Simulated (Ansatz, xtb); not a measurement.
This triplet is an excited state, 3.62 eV above the relaxed singlet at the level composite: frozen-core CCSD(T) with HF/cc-pV5Z and the correlation energy extrapolated as X^-3 from cc-pVQZ and cc-pV5Z, plus CCSDT(Q) minus CCSD(T) in cc-pVTZ // B3LYP-D3(BJ)/def2-TZVP (Ansatz, an electronic-structure program).

A geometry relaxed with GFN2-xTB (xtb), charge 0, multiplicity 3:

```xyz
2

F     -0.6704     0.0000     0.0000
B      0.6704     0.0000     0.0000
```

Write the SMILES of this molecule.

`[B]F`
